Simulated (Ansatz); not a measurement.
CH13InNSbSi3 (`[SiH3][InH][SbH][CH2]N([SiH3])[SiH3]`), 20 atoms. Charge 0, multiplicity 1. Correlated methods include outer-core shells of In, Sb, which these sets cover unevenly. In, Sb: def2 effective core potential. Hardware: A = 4 threads of an AMD EPYC 7R13 on a shared host and a share of an NVIDIA H100 80 GB; B = 4 threads of an AMD EPYC 7R13 on a shared host. Correlated methods freeze the cores.

(1) How many basis functions does each run have, and how long does it take in Ansatz? RKS SPW92 (LDA)/def2-TZVPP energy [A]; RHF-CCSD(T)/def2-SVP energy [A]; RKS PBE0-D4/def2-SVP energy [B]; RKS PBE0-D4/def2-TZVP relaxation (44 steps) [A]; RKS BLYP-D4/def2-TZVPP energy [A]; RHF-MP2/def2-QZVPP energy [A]; RHF-CCSD(T)/def2-TZVPP energy [A]; RKS BHLYP-D4/def2-TZVPP energy [A]; RKS PBE0-D4/def2-QZVPP energy [A]; RKS ωB97M-V/def2-QZVPP energy [A]; RKS ωB97M-V/def2-SVP energy [B]; RKS ωB97M-V/def2-TZVPP energy and forces [A]. (An estimate is asked.)

## Answers

(1) Ansatz gave: Other jobs shared the machine, so times are rough.

| level | job | functions | wall time | peak host memory (GiB) |
| --- | --- | --- | --- | --- |
| RKS BHLYP-D4/def2-TZVPP | energy [A] | 470 | 3.6 s | 1.2 |
| RHF-CCSD(T)/def2-SVP | energy [A] | 199 | 3.6 s | 1.2 |
| RKS BLYP-D4/def2-TZVPP | energy [A] | 470 | 4.6 s | 1.1 |
| RKS SPW92 (LDA)/def2-TZVPP | energy [A] | 470 | 4.6 s | 1.1 |
| RKS PBE0-D4/def2-SVP | energy [B] | 199 | 5 s | 1.2 |
| RKS ωB97M-V/def2-TZVPP | energy and forces [A] | 470 | 6 s | 1.4 |
| RKS PBE0-D4/def2-QZVPP | energy [A] | 878 | 7 s | 1.5 |
| RKS ωB97M-V/def2-QZVPP | energy [A] | 878 | 8 s | 1.6 |
| RHF-MP2/def2-QZVPP | energy [A] | 878 | 8.1 s | 1.6 |
| RKS ωB97M-V/def2-SVP | energy [B] | 199 | 16 s | 1.2 |
| RHF-CCSD(T)/def2-TZVPP | energy [A] | 470 | 29 s | 1.2 |
| RKS PBE0-D4/def2-TZVP | relaxation (44 steps) [A] | 351 | 2.3 min | 1.2 |
